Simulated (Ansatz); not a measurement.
Geometry optimisation, RKS PBE/def2-SVP (Ansatz).

Input:

```yaml
crystal:
  periodic: [false, false, false]
  atoms:
    - { symbol: C, position_ang: [-1.0808, -0.6645, 0.9706] }
    - { symbol: C, position_ang: [0.3277, -0.3755, 0.6057] }
    - { symbol: Br, position_ang: [0.9617, 1.0875, 1.7421] }
    - { symbol: Si, position_ang: [0.7643, 0.0964, -1.1653] }
    - { symbol: O, position_ang: [-0.0209, 1.5013, -1.6608] }
    - { symbol: H, position_ang: [-1.7542, 0.277, 0.7659] }
    - { symbol: H, position_ang: [-1.2144, -0.8751, 2.0222] }
    - { symbol: H, position_ang: [-1.5009, -1.4328, 0.3661] }
    - { symbol: H, position_ang: [0.9323, -1.2268, 0.9375] }
    - { symbol: H, position_ang: [0.2232, -0.993, -2.0384] }
    - { symbol: H, position_ang: [-0.39204, 1.19506, -2.526] }
    - { symbol: H, position_ang: [0.2985, 2.3155, -1.1648] }
basis:
  gaussian: { orbitals: def2-SVP }
hamiltonian:
  xc: pbe
relax:
  f_tol: 0.02
  max_steps: 50
```

Run as:

```bash
$ ansatz run input.yaml --threads 2 --pin off --max-ram 3072MiB --backend cpu --events-out ev --progress --plain --runs-dir out
```

Task: Where does it end, and by what steps?

Result: The run converged. After 13 steps the energy has fallen by 2.606 eV; H11 moved furthest, 1.07 Å.

```
step  energy less start (eV)  largest force component (eV/Å)  accepted
   0                  0.0000                           6.465       yes
   1                 -1.3833                           3.296       yes
   2                 -2.1600                           1.157       yes
   3                 -2.3748                           0.710       yes
   4                 -2.4296                           0.738       yes
   5                 -2.4752                           0.679       yes
   6                 -2.5288                           0.859       yes
   7                 -2.5568                           1.026       yes
   8                 -2.5836                           0.537       yes
   9                 -2.5987                           0.119       yes
  10                 -2.6035                           0.054       yes
  11                 -2.6046                           0.063       yes
  12                 -2.6053                           0.026       yes
  13                 -2.6056                           0.017       yes
```

```xyz
12
Properties=species:S:1:pos:R:3
C -1.075 -0.673 0.887
C 0.366 -0.362 0.518
Br 0.862 1.452 1.295
Si 0.908 -0.303 -1.399
O -0.198 1.435 -1.593
H -1.786 0.007 0.376
H -1.265 -0.627 1.981
H -1.303 -1.703 0.540
H 1.070 -1.030 1.058
H -0.309 -1.146 -1.856
H 0.280 1.985 -2.246
H -0.005 1.871 -0.708
```

Whether the end is a true minimum wasn't checked by a vibrational analysis.

The run took 32 s on 2 threads of Intel(R) Xeon(R) Platinum 8488C (Sapphire Rapids) (shared host), peak memory 0.2 GiB.
